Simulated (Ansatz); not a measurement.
Calculated with Ansatz (gas phase, PBE0-D4/def2-TZVP geometries, no zero-point term in ΔE). CCSD(T)/CBS is the MP2 limit (def2-TZVPP, def2-QZVPP) plus CCSD(T) − MP2 in def2-TZVPP, frozen cores. This one scheme is used for every species, atoms too. DFT in def2-TZVPP. B3LYP here is the variant with VWN-RPA as its local correlation; programs differ in this. No spin–orbit coupling; open shells (•) take unrestricted orbitals. Spin–orbit coupling would lower the free atoms: a little for Al, C, O. One conformer a species, not always the lowest.

Consider the atomization: `CO[CH2][AlH][CH3]` → Al• + 3 C• + 9 H• + O•.

`CO[CH2][AlH][CH3]`:

```xyz
14

C     0.609    1.833   -0.009
O    -0.736    1.488   -0.124
C    -1.120    0.529    0.853
Al   -0.442   -1.308    0.509
C     0.499   -1.750   -1.142
H     0.845    2.541   -0.805
H     1.269    0.955   -0.116
H     0.827    2.303    0.961
H    -2.218    0.488    0.825
H    -0.879    0.896    1.866
H    -0.757   -2.430    1.599
H     0.110   -2.668   -1.592
H     0.431   -0.949   -1.882
H     1.562   -1.930   -0.944
```

```tsv
level	ΔE (kJ/mol)	difference from CCSD(T)/CBS
LDA (SPW92)	5693.2	678.6
r2SCANh-D4	5000.3	-14.3
r2SCAN0-D4	4963.5	-51.1
B2PLYP	4959.2	-55.4
B3LYP	4975.6	-39.0
BHLYP	4859.3	-155.3
CAM-B3LYP	5018.0	3.4
MP2/def2-SVP	4801.9	-212.7
HF/def2-TZVPP	3700.7	-1313.9
MP2/def2-TZVPP	4944.0	-70.6
CCSD(T)/CBS	5014.6	0
```

Largest T1 diagnostic among the species: 0.018.

The D4 term adds +38.8 kJ/mol with B3LYP and +20.7 kJ/mol with PBE0; it sums over pairs of atoms, weighted by their polarisabilities, and B3LYP, whose exchange is more repulsive, gets the larger term. From r2SCAN to r2SCAN0 (25 % exact exchange), in def2-TZVPP and without D4, ΔE moves by −63.6 kJ/mol: exact exchange takes away binding that semilocal exchange gives to molecules. In def2-TZVPP, CCSD(T) changes the Hartree–Fock value by +1196.9 kJ/mol (the triples alone add +62.1 kJ/mol) and MP2 by +1243.3 kJ/mol; breaking electron pairs costs correlation energy, which Hartree–Fock lacks.

For atomizations the MP2-based limit and the directly extrapolated one differ by several kJ/mol either way, and by 10 to 25 for some Ge, Se and Sn compounds, so smaller differences from it don't rank the levels.
